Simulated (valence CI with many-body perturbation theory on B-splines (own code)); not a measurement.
# Tm29+: M1 decay

Method: relativistic CI+MBPT: four valence electrons over a frozen Dirac-Fock core [Kr], a basis of 9 s, 9 p, 10 d, 8 f, 5 g, 3 h, 1 i functions for each j, with the one-electron correlation potential Σ1, the two-electron term Σ2, the three-electron term Σ3, Breit, model QED; selected CI, second order for the rest (own B-spline code, finite nucleus).

No measured spectrum was set against this ion. As an estimate, large intervals hold to a few tenths of a per cent, small ones and those within an open d or f shell to about a per cent. Only levels of the ground parity were solved; by the run's estimate the other parity begins above the list, which can be wrong where configurations are misplaced.

Lines 51 to 100 of 120 in falling wavelength, among levels below 528790 cm⁻¹, chosen from the decays that carry over 1 % of a level's rate. Wavelengths and rates use the calculated energies. S is in atomic units (e²a₀⁴ for E2 and M2, e²a₀⁶ for E3), for M1 in squared Bohr magnetons. Weak lines are less certain than strong ones. Lines between different terms over intervals too small for the method are left out, as are lines whose strength nearly cancels. The highest levels of a list are the least certain.

Levels are named by their leading jj configuration (3d3/2^4 stands for four electrons in 3d with j = 3/2), which in mixed levels can hold well under half, so a name can repeat and another be missing. Letters in brackets count levels of one name in rising energy.

| λ vac (nm) | Upper | Lower | Type | A (s⁻¹) | S (a.u.) |
| --- | --- | --- | --- | --- | --- |
| 99.01 | (4d3/2 4d5/2^3) J=2 [a] | (4d3/2^2 4d5/2^2) J=2 [b] | M1 | 6.40e+03 | 1.15e+00 |
| 98.41 | (4d3/2 4d5/2^3) J=5 | (4d3/2^2 4d5/2^2) J=5 | M1 | 5.06e+03 | 1.96e+00 |
| 98.37 | (4d3/2^2 4d5/2^2) J=4 [b] | (4d3/2^3 4d5/2) J=3 | M1 | 2.43e+03 | 7.71e-01 |
| 97.75 | (4d3/2^2 4d5/2^2) J=3 [b] | (4d3/2^3 4d5/2) J=3 | M1 | 1.30e+03 | 3.14e-01 |
| 96.75 | (4d3/2 4d5/2^3) J=4 [a] | (4d3/2^2 4d5/2^2) J=3 [a] | M1 | 7.30e+03 | 2.21e+00 |
| 96.74 | (4d3/2 4d5/2^3) J=3 [c] | (4d3/2^2 4d5/2^2) J=4 [c] | M1 | 6.61e+03 | 1.55e+00 |
| 96.69 | (4d3/2 4d5/2^3) J=2 [a] | (4d3/2^2 4d5/2^2) J=3 [b] | M1 | 8.95e+03 | 1.50e+00 |
| 95.98 | (4d3/2 4d5/2^3) J=3 [a] | (4d3/2^2 4d5/2^2) J=2 [a] | M1 | 1.91e+04 | 4.37e+00 |
| 95.49 | (4d3/2^2 4d5/2^2) J=2 [b] | (4d3/2^3 4d5/2) J=3 | M1 | 5.02e+01 | 8.09e-03 |
| 94.66 | (4d3/2 4d5/2^3) J=3 [b] | (4d3/2^2 4d5/2^2) J=2 [b] | M1 | 4.20e+03 | 9.24e-01 |
| 94.56 | (4d3/2 4d5/2^3) J=6 | (4d3/2^2 4d5/2^2) J=5 | M1 | 8.63e+03 | 3.52e+00 |
| 93.32 | (4d3/2^2 4d5/2^2) J=2 [a] | (4d3/2^3 4d5/2) J=1 | M1 | 1.83e+04 | 2.76e+00 |
| 92.54 | (4d3/2 4d5/2^3) J=3 [b] | (4d3/2^2 4d5/2^2) J=3 [b] | M1 | 8.62e+03 | 1.77e+00 |
| 92.34 | (4d3/2 4d5/2^3) J=4 [a] | (4d3/2^2 4d5/2^2) J=4 [a] | M1 | 1.73e+04 | 4.55e+00 |
| 92.00 | (4d3/2 4d5/2^3) J=3 [c] | (4d3/2^2 4d5/2^2) J=2 [c] | M1 | 5.44e+03 | 1.10e+00 |
| 91.99 | (4d3/2^2 4d5/2^2) J=2 [d] | (4d3/2^2 4d5/2^2) J=3 [a] | M1 | 1.23e+02 | 1.78e-02 |
| 91.99 | (4d3/2 4d5/2^3) J=3 [b] | (4d3/2^2 4d5/2^2) J=4 [b] | M1 | 3.05e+03 | 6.15e-01 |
| 91.66 | (4d3/2 4d5/2^3) J=1 [b] | (4d3/2^2 4d5/2^2) J=2 [c] | M1 | 7.92e+03 | 6.78e-01 |
| 91.60 | (4d3/2 4d5/2^3) J=4 [b] | (4d3/2^2 4d5/2^2) J=4 [c] | M1 | 8.42e+03 | 2.16e+00 |
| 91.23 | (4d3/2 4d5/2^3) J=0 | (4d3/2^2 4d5/2^2) J=1 | M1 | 1.64e+04 | 4.60e-01 |
| 90.71 | (4d3/2^2 4d5/2^2) J=4 [b] | (4d3/2^3 4d5/2) J=4 | M1 | 1.30e+02 | 3.25e-02 |
| 90.19 | (4d3/2^2 4d5/2^2) J=3 [b] | (4d3/2^3 4d5/2) J=4 | M1 | 8.15e+03 | 1.55e+00 |
| 88.59 | (4d3/2^2 4d5/2^2) J=2 [d] | (4d3/2^2 4d5/2^2) J=2 [a] | M1 | 1.04e+02 | 1.34e-02 |
| 87.89 | (4d3/2^2 4d5/2^2) J=3 [b] | (4d3/2^3 4d5/2) J=2 | M1 | 4.69e+02 | 8.26e-02 |
| 86.06 | (4d3/2^2 4d5/2^2) J=2 [b] | (4d3/2^3 4d5/2) J=2 | M1 | 2.33e+03 | 2.76e-01 |
| 85.20 | (4d5/2^4) J=4 | (4d3/2 4d5/2^3) J=4 [a] | M1 | 1.93e+04 | 3.98e+00 |
| 85.11 | (4d3/2 4d5/2^3) J=1 [a] | (4d3/2^2 4d5/2^2) J=2 [a] | M1 | 1.75e+04 | 1.20e+00 |
| 84.91 | (4d3/2 4d5/2^3) J=2 [a] | (4d3/2^2 4d5/2^2) J=1 | M1 | 5.45e+03 | 6.19e-01 |
| 83.52 | (4d3/2 4d5/2^3) J=5 | (4d3/2^2 4d5/2^2) J=4 [a] | M1 | 2.66e+03 | 6.32e-01 |
| 81.94 | (4d3/2 4d5/2^3) J=2 [b] | (4d3/2^2 4d5/2^2) J=2 [c] | M1 | 7.80e+03 | 7.96e-01 |
| 79.46 | (4d3/2 4d5/2^3) J=1 [a] | (4d3/2^2 4d5/2^2) J=0 [a] | M1 | 1.84e+04 | 1.03e+00 |
| 72.47 | (4d3/2^2 4d5/2^2) J=2 [c] | (4d3/2^3 4d5/2) J=3 | M1 | 1.95e+04 | 1.37e+00 |
| 72.36 | (4d3/2 4d5/2^3) J=2 [a] | (4d3/2^2 4d5/2^2) J=3 [a] | M1 | 9.89e+03 | 6.95e-01 |
| 70.25 | (4d3/2 4d5/2^3) J=1 [b] | (4d3/2^2 4d5/2^2) J=2 [b] | M1 | 7.20e+02 | 2.78e-02 |
| 70.00 | (4d3/2 4d5/2^3) J=3 [b] | (4d3/2^2 4d5/2^2) J=3 [a] | M1 | 2.90e+03 | 2.58e-01 |
| 69.78 | (4d3/2^2 4d5/2^2) J=4 [c] | (4d3/2^3 4d5/2) J=3 | M1 | 5.37e+03 | 6.09e-01 |
| 68.96 | (4d3/2 4d5/2^3) J=3 [c] | (4d3/2^2 4d5/2^2) J=4 [b] | M1 | 8.39e+02 | 7.14e-02 |
| 68.02 | (4d3/2 4d5/2^3) J=3 [b] | (4d3/2^2 4d5/2^2) J=2 [a] | M1 | 5.56e+02 | 4.54e-02 |
| 67.67 | (4d3/2 4d5/2^3) J=3 [b] | (4d3/2^2 4d5/2^2) J=4 [a] | M1 | 3.51e+03 | 2.82e-01 |
| 67.32 | (4d3/2^2 4d5/2^2) J=2 [b] | (4d3/2^3 4d5/2) J=1 | M1 | 1.15e+03 | 6.50e-02 |
| 66.91 | (4d3/2^2 4d5/2^2) J=2 [c] | (4d3/2^3 4d5/2) J=2 | M1 | 4.85e+03 | 2.69e-01 |
| 66.59 | (4d3/2 4d5/2^3) J=4 [b] | (4d3/2^2 4d5/2^2) J=3 [b] | M1 | 6.67e+03 | 6.57e-01 |
| 64.39 | (4d3/2 4d5/2^3) J=2 [b] | (4d3/2^2 4d5/2^2) J=2 [b] | M1 | 8.81e+02 | 4.36e-02 |
| 64.25 | (4d3/2^2 4d5/2^2) J=0 [b] | (4d3/2^2 4d5/2^2) J=1 | M1 | 7.75e+03 | 7.62e-02 |
| 63.40 | (4d3/2 4d5/2^3) J=2 [b] | (4d3/2^2 4d5/2^2) J=3 [b] | M1 | 2.73e+03 | 1.29e-01 |
| 62.84 | (4d3/2 4d5/2^3) J=1 [b] | (4d3/2^2 4d5/2^2) J=1 | M1 | 3.99e+03 | 1.10e-01 |
| 59.69 | (4d3/2 4d5/2^3) J=3 [a] | (4d3/2^3 4d5/2) J=3 | M1 | 4.69e+02 | 2.59e-02 |
| 58.52 | (4d3/2 4d5/2^3) J=4 [a] | (4d3/2^3 4d5/2) J=3 | M1 | 4.74e+02 | 3.17e-02 |
| 58.21 | (4d3/2 4d5/2^3) J=4 [b] | (4d3/2^2 4d5/2^2) J=5 | M1 | 1.03e+04 | 6.76e-01 |
| 58.12 | (4d3/2 4d5/2^3) J=2 [b] | (4d3/2^2 4d5/2^2) J=1 | M1 | 4.14e+03 | 1.50e-01 |
